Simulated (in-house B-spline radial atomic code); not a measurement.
Configurations of the vanadium ion V⁸⁺, with energies counted from [Ne] 3s2 3p3. Level of theory: scalar-relativistic (X2C) PBE0, spin-polarised, spherical fractional occupations, Fermi nucleus of rms radius 3.6002 fm; calculated with a radial B-spline atomic code at the basis-set limit. Caution: exact exchange at fractional occupations of open shells leaves self-interaction of up to several eV. Shells without spins written out take the highest spin.

Occupations are held fixed; configurations that lie above the ionisation limit could autoionise.

| configuration | E - E(ref) (eV) | highest orbital | its <r> (bohr) |
| --- | --- | --- | --- |
| [Ne] 3s1 3p4 | 30.167 | 3p down | 0.8801 |
| [Ne] 3s1 3p3 3d1 | 62.643 | 3d up | 0.8638 |
| [Ne] 3s2 3p2 4d1 | 125.95 | 4d up | 1.954 |
| [Ne] 3s1 3p3 4p1 | 127.63 | 4p up | 1.844 |
| [Ne] 3s(0 up, 1 down) 3p(2 up, 1 down) 4p(0 up, 1 down) | 145.92 | 4p down | 1.856 |
| [He] 2s2 2p5 3s2 3p3 4p1 | 619.78 | 4p up | 1.808 |
| [He] 2s2 2p5 3s2 3p3 4d1 | 634.53 | 4d up | 1.899 |

Question: Order these further configurations by energy, lowest first.
A. [He] 2s2 2p5 3s2 3p4
B. [He] 2s2 2p(3 up, 2 down) 3s2 3p(2 up, 1 down) 4p(0 up, 1 down)
C. [He] 2s2 2p(3 up, 2 down) 3s2 3p(1 up, 2 down) 4d(0 up, 1 down)
D. [Ne] 3s2 3p(1 up, 1 down) 3d(1 up, 0 down)
E. [He] 2s2 2p5 3s2 3p3 3d1

Answer: D (54.743 eV), A (513.97 eV), E (549.6 eV), B (631.69 eV), C (646.71 eV).

Question: How far above the reference does [Ne] 3s2 3p2 3d1 lie?

Answer: 47.786 eV; its least bound orbital is 3d up with <r> = 0.8663 bohr.

Question: How far above the reference does [Ne] 3s2 3p2 4f1 lie?

Answer: 135.08 eV; its least bound orbital is 4f up with <r> = 1.843 bohr.
